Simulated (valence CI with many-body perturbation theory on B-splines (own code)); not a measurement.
Values are calculated unless marked as measured or tabulated.
**Sr XVII in three bases**

Method: valence CI with perturbative core correlation (CI+MBPT): four valence electrons over a frozen Dirac-Fock core [Ar], a basis of 7 s, 7 p, 8 d, 6 f, 4 g, 1 h functions for each j, with the one-electron correlation potential Σ1 (screened to all orders), the two-electron term Σ2, the three-electron term Σ3, Breit, model QED; selected single and double excitations, second order for the rest, scaled by the run's own slope (own B-spline code, finite nucleus).

No measured spectrum was set against this ion. As an estimate, terms of the open shell hold to 2 to 4 % of their energy, and close levels can change places. Only levels of the ground parity were solved; by the run's estimate the other parity begins above the list, which can be wrong where configurations are misplaced.

The reference run has the lowest level 3d4 5D_0 and an ionisation energy of 611.945 eV. Its largest variational space holds 17086 state functions.

Names give the largest LS component (configuration and term), which can be under half, so a name can repeat, a term be missing and a line seem to break the LS rules; names also repeat where a configuration has a term twice. Letters in brackets count levels of one name in rising energy.

Changed runs:
A. basis 6 s, 6 p, 5 d, 5 f, 1 g
B. basis 5 s, 5 p, 4 d, 4 f

Excitation energies of the reference run in cm⁻¹, and shifts in cm⁻¹:

```tsv
Level	Reference	A	B
3d4 5D_1	3979	-31	-56
3d4 5D_2	9242	-49	-85
3d4 5D_3	14808	-50	-83
3d4 5D_4	20308	-37	-55
3d4 3P_0 [a]	55073	+442	+918
3d4 3H_4	61830	+319	+944
3d4 3P_1 [a]	69860	+430	+988
3d4 3H_5	70238	+274	+921
3d4 3G_3	72292	+357	+992
3d4 3F_2 [a]	74542	+405	+1037
3d4 3H_6	74917	+282	+948
3d4 3F_4 [a]	79370	+323	+936
Ionisation energy (eV)	611.945	-0.081	-0.121
```
